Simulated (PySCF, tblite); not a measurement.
C4H5F3OSi.
Numbering: `[CH2:1]=[C:2]1[SiH2:3][C@H:4]1[O:5][C:6]([F:7])([F:8])[F:9]` (hydrogens: H10, H11 on C1; H12, H13 on Si3; H14 on C4)

Structure used (GFN2-xTB), in Å, numbered top down from 1:
```xyz
14
C4H5F3OSi angstrom
C     -1.495    1.617   -1.251
C     -1.209    0.680   -0.373
Si    -1.402   -0.990    0.425
C     -0.013    0.335    0.471
O      1.224    0.203   -0.271
C      2.073   -0.639    0.249
F      3.206   -0.648   -0.449
F      2.410   -0.376    1.529
F      1.637   -1.925    0.277
H     -2.428    1.625   -1.793
H     -0.811    2.427   -1.457
H     -1.202   -2.163   -0.400
H     -2.141   -1.099    1.669
H      0.149    0.953    1.352
```

The calculation used CAM-B3LYP/def2-SVPD in PySCF (dipole) on a GFN2-xTB geometry, gas phase.

Take the most abundant isotopes and a rigid rotor. The values belong to one conformer with, in the numbering `[CH2:1]=[C:2]1[SiH2:3][C@H:4]1[O:5][C:6]([F:7])([F:8])[F:9]`, Si3–C4–O5–C6 -76°.

Question: Give the principal moments of inertia and the rotational constants in MHz.

Answer: Ia = 201.09, Ib = 563.39, Ic = 653.47 u·Å²; 505379 MHz·u·Å²/I gives A = 2513, B = 897.0, C = 773.4 MHz.

Question: Classify the top.

Answer: An asymmetric top: κ = (2 × 897.0 − 2513 − 773.4)/(2513 − 773.4) = -0.86.

Question: What does the inertial defect say?

Answer: Not planar: Δ = Ic − Ia − Ib = -111.02 u·Å². For a rigid frame Δ = −2 Σ m c², so Σ m c² = 55.51 u·Å² lies off the ab plane: 6.21 from hydrogen and 49.30 from heavier atoms. The atom farthest from that plane is 1.70 Å away.

Question: Give the other two planar moments, Paa and Pbb, and the rms extents of the mass along the axes.

Answer: Paa = Σ m a² = (Ib + Ic − Ia)/2 = 507.88 and Pbb = Σ m b² = (Ia + Ic − Ib)/2 = 145.58 u·Å². With the mass M = 154.01 u, the rms extents √(P/M) along a, b and c are 1.82, 0.97, 0.60 Å.

Question: Predict some low-J microwave lines.

Answer: The dipole components are |μa| = 3.32 D, |μb| = 0.61 D, |μc| = 0.34 D. Intensities carry the squares of the components, which stand as 1.00 : 0.03 : 0.01 (a : b : c). Some lines, for components of 0.1 D or more:

| type | branch | J(Ka,Kc) | MHz | lower level (cm⁻¹) |
| --- | --- | --- | --- | --- |
| a | Q | 2(1,1) ← 2(1,2) | 371 | 0.217 |
| c | Q | 2(1,2) ← 2(0,2) | 1499 | 0.167 |
| c | Q | 1(1,1) ← 1(0,1) | 1616 | 0.056 |
| a | R | 1(0,1) ← 0(0,0) | 1670 | 0.000 |
| b | R | 2(0,2) ← 1(1,1) | 1718 | 0.110 |
| b | Q | 1(1,0) ← 1(0,1) | 1740 | 0.056 |
| b | Q | 2(1,1) ← 2(0,2) | 1870 | 0.167 |
| a | R | 2(1,2) ← 1(1,1) | 3217 | 0.110 |
| b | R | 1(1,1) ← 0(0,0) | 3287 | 0.000 |
| a | R | 2(0,2) ← 1(0,1) | 3334 | 0.056 |
| c | R | 1(1,0) ← 0(0,0) | 3410 | 0.000 |
| a | R | 2(1,1) ← 1(1,0) | 3464 | 0.114 |
| b | R | 2(1,2) ← 1(0,1) | 4833 | 0.056 |
| c | Q | 2(2,1) ← 2(1,1) | 4848 | 0.229 |
| b | Q | 2(2,0) ← 2(1,1) | 4855 | 0.229 |
| c | R | 2(1,1) ← 1(0,1) | 5204 | 0.056 |
| b | Q | 2(2,1) ← 2(1,2) | 5219 | 0.217 |
| b | R | 2(2,1) ← 1(1,0) | 8313 | 0.114 |
| c | R | 2(2,0) ← 1(1,0) | 8320 | 0.114 |
| c | R | 2(2,1) ← 1(1,1) | 8436 | 0.110 |
| b | R | 2(2,0) ← 1(1,1) | 8443 | 0.110 |

Question: Estimate the classical rotational partition function at 25 K, 298.15 K and 500 K.

Answer: Point group C1, symmetry number σ = 1; q = (√π/σ)·√((kT/h)³/(ABC)), k/h = 20836.6 MHz/K: 16000 at 25 K, 657000 at 298.15 K, 1430000 at 500 K.

Its GFN2-xTB frequencies are all real (lowest 24 cm⁻¹). These are rigid-rotor constants of the computed structure; measured ground-state constants (B0) also hold zero-point vibration.

The run took 1.9 min wall on an Arm Neoverse N1 with one thread, shared host with 64 logical CPUs at a one-minute load of 60, and the process peaked at 1.1 GiB of memory. This is the CAM-B3LYP/def2-SVPD job that gave the dipole, with the excitations it also computed.
